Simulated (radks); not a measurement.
Results of a calculation; reference values are marked as such.
Task: Ionisation of the silicon ion Si+, [Ne] 3s2 3p1, to Si2+, [Ne] 3s2, under several functionals. Non-relativistic Kohn-Sham, spin-polarised, spherical densities, point nucleus; open shells are filled with parallel spins first; a radial shooting solver on a logarithmic mesh with Libxc functionals. The NIST Atomic Spectra Database gives 16.346 eV (measured). Rank these functionals by the error of their Delta-SCF ionisation energy: exchange-only B88; AM05; r2SCAN; TASK exchange with Perdew-Wang LDA correlation; RPBE; exchange-only PBE; XLYP; BLYP; LDA (Slater exchange, Perdew-Zunger correlation); PBEsol; SOGGA.

Result: From best to worst: LDA (Slater exchange, Perdew-Zunger correlation) 16.331 eV (-0.015); RPBE 16.261 eV (-0.084); PBEsol 16.246 eV (-0.100); AM05 16.214 eV (-0.132); TASK exchange with Perdew-Wang LDA correlation 16.207 eV (-0.139); r2SCAN 16.194 eV (-0.152); SOGGA 16.166 eV (-0.180); XLYP 16.155 eV (-0.191); BLYP 16.128 eV (-0.218); exchange-only B88 15.535 eV (-0.811); exchange-only PBE 15.520 eV (-0.826). Open shells are spherical and high-spin; term and fine-structure splittings are not resolved.
